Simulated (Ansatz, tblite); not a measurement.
Cost and result up the ladder for Sn26H33⁺, a nanocrystal with a defect cut from the lattice of tin (one cap removed) (59 atoms). Charge 1, multiplicity 1. Geometry: r2SCAN-D4/def2-SVP.

Cartesian coordinates in Å:
```
Sn -0.0537 4.5182 3.0579
Sn 4.0354 3.4224 0.4309
Sn -4.1010 3.1248 1.5850
Sn -4.3972 0.4210 -2.5354
Sn 3.5018 1.0387 -3.3429
Sn -0.5174 -0.3931 -4.7209
Sn -0.2718 2.1228 -0.9145
Sn 1.6961 0.2171 2.7656
Sn -2.4987 -1.2685 1.4272
Sn 1.5189 -2.2932 -0.8215
Sn 5.5554 -0.8772 0.4310
Sn -2.8278 -3.7235 -2.5088
Sn -0.7377 -5.5812 1.6685
Sn -1.5679 3.9912 0.7588
Sn 2.2883 2.9867 -1.7223
Sn 0.5669 2.1710 4.4429
Sn 4.2457 1.0756 1.9473
Sn -1.8864 1.5294 -3.1405
Sn -3.9531 0.6542 2.8823
Sn -4.0667 -1.8011 -0.8496
Sn 2.0008 0.4420 -5.6268
Sn 3.9547 -1.2866 -1.8330
Sn -0.3316 -2.5010 -2.8815
Sn -0.0071 -0.2693 0.5467
Sn -2.1213 -3.5625 3.0095
Sn 1.7193 -4.6336 0.7358
H -0.9932 5.5302 4.0808
H 1.3914 5.3472 2.6455
H 5.5746 3.8001 -0.2346
H 3.5134 4.7482 1.3885
H -4.7344 4.2950 2.6722
H -5.1686 2.9860 0.2474
H -5.1092 -0.1101 -4.0083
H -5.4202 1.5920 -1.8104
H 5.0544 1.6139 -3.8305
H -1.5783 -0.9635 -5.9564
H 1.8394 -1.2941 3.5932
H 7.1231 -0.3611 -0.0412
H 5.6805 -2.3556 1.2959
H -3.5930 -3.8354 -4.0420
H -2.6662 -5.2816 -1.8157
H -1.6479 -6.1103 0.3119
H -0.4393 -6.9267 2.6917
H -1.7356 5.4314 -0.1761
H 2.0786 4.4166 -2.6649
H 1.7353 2.4949 5.6614
H -0.8419 1.5353 5.1924
H 5.1361 1.4067 3.3866
H -2.0738 2.8944 -4.1828
H -5.5223 -0.0151 3.1039
H -3.2138 0.8129 4.4250
H -5.6028 -2.4656 -0.4273
H 1.7738 1.8204 -6.6243
H 2.7052 -0.8205 -6.5524
H 4.5593 -2.5491 -2.8424
H -1.2164 -3.0730 4.3856
H -3.6591 -4.1129 3.5411
H 2.7565 -4.1978 2.0351
H 2.5505 -5.7773 -0.2405
```

Ansatz on 11 threads of AMD EPYC 7R13 on a shared host and a whole NVIDIA H100 80GB HBM3; xTB runs through tblite on one thread. Times are rough, summed over both states, and most runs start from the orbitals of an earlier one. PBE0-D4/def2-SVP serves as the yardstick here, not as an exact answer. The other state is a triplet.

In the def2 sets Sn takes a core potential; there is no spin–orbit coupling. The xTB rows come from tblite. Single mean-field runs in def2-SVP are fitted with def2-universal-jkfit. HOMO above LUMO, or a gap near zero within one spin, warns that the state may not be the lowest or that an electron is smeared out.

xTB has no spin-polarisation term.

```json
{"level": "GFN1-xTB", "functions": "300", "wall time": "1.3 s", "vertical triplet (eV)": "1.19", "difference from PBE0-D4/def2-SVP (eV)": "-0.28", "remarks": "–"}
{"level": "GFN2-xTB", "functions": "267", "wall time": "3.4 s", "vertical triplet (eV)": "0.89", "difference from PBE0-D4/def2-SVP (eV)": "-0.58", "remarks": "–"}
{"level": "PBE-D4/def2-SVP (with forces)", "functions": "841", "wall time": "18 s", "vertical triplet (eV)": "1.36", "difference from PBE0-D4/def2-SVP (eV)": "-0.11", "remarks": "gap within one spin near zero (triplet)"}
{"level": "PBE0-D4/def2-SVP (with forces)", "functions": "841", "wall time": "33 s", "vertical triplet (eV)": "1.47", "difference from PBE0-D4/def2-SVP (eV)": "0.00", "remarks": "–"}
```
